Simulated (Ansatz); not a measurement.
Input for Ansatz (a quantum-chemistry and plane-wave program): R-B3LYP/def2-TZVPP on GaH5N2O (SMILES [NH2][Ga]([NH2])[OH]), a point of a torsion scan.

Ansatz 0.2 input:
```yaml
crystal:
  periodic: [false, false, false]
  atoms:
    - {symbol: N, position_ang: [1.11698776, -1.12336307, 0.32133168]}
    - {symbol: Ga, position_ang: [0.39383325, -0.19746770, -1.10182634]}
    - {symbol: N, position_ang: [1.20105540, 1.20821070, -1.95475554]}
    - {symbol: O, position_ang: [-1.24907579, -0.46817207, -1.60604154]}
    - {symbol: H, position_ang: [2.11251850, -1.30627606, 0.31257098]}
    - {symbol: H, position_ang: [0.64395090, -1.98267703, 0.58329133]}
    - {symbol: H, position_ang: [2.20609884, 1.19851708, -2.08392350]}
    - {symbol: H, position_ang: [0.75672909, 1.47448701, -2.82727805]}
    - {symbol: H, position_ang: [-1.89805532, -1.01611940, -1.17089818]}
basis:
  gaussian:
    orbitals: def2-TZVPP
hamiltonian:
  xc: {name: B3LYP}
scf: {lower_state_search: off}
```

The log:

```
WARN ansatz: RAYON_NUM_THREADS=1 ignored (pool sized by the plan → 1); use --threads N
Functional definition: B3LYP
these checks for a lower state are left out or cut short: stability, starts, cluster_reference, orbital_swaps, neighbouring_geometries, increment
integrals: 0.12 GiB planned
1159 factors; their error is unknown
mean field: 1.09 GiB planned
mean field evaluation 1: about -57471.2690 eV, gradient 1.1e2 eV
mean field evaluation 2: about -57428.8056 eV, gradient 1.8e2 eV
mean field evaluation 4: about -57491.9068 eV, gradient 1.2e1 eV
mean field evaluation 8: about -57492.1509 eV, gradient 1.3e-1 eV
mean field evaluation 16: about -57492.3046 eV, gradient 8.7e-5 eV
mean field -57492.30459523 eV, -2112.8032241910 hartree, gradient 5.3e-6 eV, S^2 0.000000; 0 other end points of the search recorded, 0 dependent functions left out
reference -57492.30483463 eV, -2112.8032329887 hartree; 29, 29 occupied and 182, 182 virtual orbitals, 1159 factors
Total energy: -57492.30483463 eV, -2112.8032329887 hartree
Checks for a lower state left out: stability, starts, cluster_reference, orbital_swaps, neighbouring_geometries, increment
```

The calculation finished and met its thresholds.

Cost: very roughly 2.5 core-seconds.
